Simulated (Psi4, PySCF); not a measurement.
Here is a job for PySCF.
```python
from pyscf import gto, scf, mp

mol = gto.Mole()
mol.atom = '''
    C     0.10210539    0.67520826    0.00485216
    C     1.34731481    1.04507097    0.01187153
    Cl   -0.73486159   -0.75123729   -0.00767688
    H     2.19266263    0.35806744    0.01041576
    H     1.60346329    2.09129104    0.01974902
'''
mol.basis = 'def2-svp'
mol.spin = 1
mol.verbose = 3
mol.build()

mf = scf.UHF(mol)
mf.kernel()

pt = mp.MP2(mf, frozen=7)
pt.kernel()
print('E(MP2) = %.10f' % pt.e_tot)
```

Question: Write the same job for Psi4.

Answer: This is not unique; one that fits is 
```
memory 2 GB

molecule {
0 2
  C     0.10210539    0.67520826    0.00485216
  C     1.34731481    1.04507097    0.01187153
  Cl   -0.73486159   -0.75123729   -0.00767688
  H     2.19266263    0.35806744    0.01041576
  H     1.60346329    2.09129104    0.01974902
}

set basis def2-svp
set reference uhf
set freeze_core true
set mp2_type conv
set scf_type pk
set puream true
set d_convergence 1e-8

energy('mp2')
print_variables()
```

Both were run: PySCF gave -536.464589 Eh and Psi4 -536.464588 Eh, 0.001 mEh apart.
